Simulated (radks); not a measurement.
Problem. The mean radii <r> (bohr) of the occupied orbitals of an atom or ion are listed with their occupations. All-electron calculation, scalar-relativistic Kohn-Sham, r2SCAN, spin-unpolarised, spherical densities, finite nucleus; meta-GGA in the generalised Kohn-Sham scheme; Fermi nuclear charge, rms radius of each element as measured or else 0.836 A^(1/3) + 0.57 fm. Program: a radial shooting solver on a logarithmic mesh with Libxc functionals.

orbital  occ.      <r>
1s          2  0.05847
2s          2   0.2663
2p          6   0.2354
3s          2   0.7949
3p          6   0.8296
3d          4   0.9200
7s          1    10.96

Name the element and its charge.

Solution. Z = 26, iron, charge +3: Fe3+ in [Ar] 3d4 7s1. The 1s radius gives Z: for a bare nucleus <r> = (2 gamma + 1)/(2Z) with gamma = sqrt(1 - (Z/c)^2), 0.05699 bohr for Z = 26, and screening makes it slightly larger (0.05847 here). The occupations add up to 23, and the charge is Z minus that.
